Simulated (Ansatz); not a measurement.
The cluster Zn2SF2, relaxed as a singlet with RKS PBE0-D4/def2-SVP in Ansatz, starting from the GFN1-xTB geometry. Force threshold 0.02 eV/Å.

The structure comes from a short search, and lower isomers may exist.

Start:

```xyz
5

Zn   -0.4908    0.0251    1.5922
Zn    0.5073   -0.0714   -1.5691
S     0.9744    0.8473    0.2900
F     0.5193   -0.4829   -3.2086
F    -1.5102   -0.3182    2.8955
```

(1) Estimate the energy that the relaxation releases and the steps that it takes.

(2) Does the start keep its bonding and symmetry?

(3) Predict the relaxed structure.

Results:

(1) 18.2 kJ/mol, in 6 steps; 7.5 s on 4 threads of Intel Xeon 6975P-C on a shared host. No frequencies were taken in this run, so the end may be a saddle point.

(2) By distances, no bond broke or formed. The bond that changes most is Zn1–F5, from 1.69 to 1.74 Å (atoms count from 1). The end is the same structure that another start reached, the lowest one found. Point group Cs at the start, C2v at the end, both within 0.05 Å.

(3) 
```xyz
5

Zn   -0.371    0.146    1.544
Zn    0.620    0.063   -1.468
S     1.209    1.015    0.369
F     0.176   -0.688   -2.975
F    -1.634   -0.536    2.529
```
Bond lengths (bridged metal pairs left out): 2 × S–Zn 2.15 Å; 2 × F–Zn 1.74 Å.
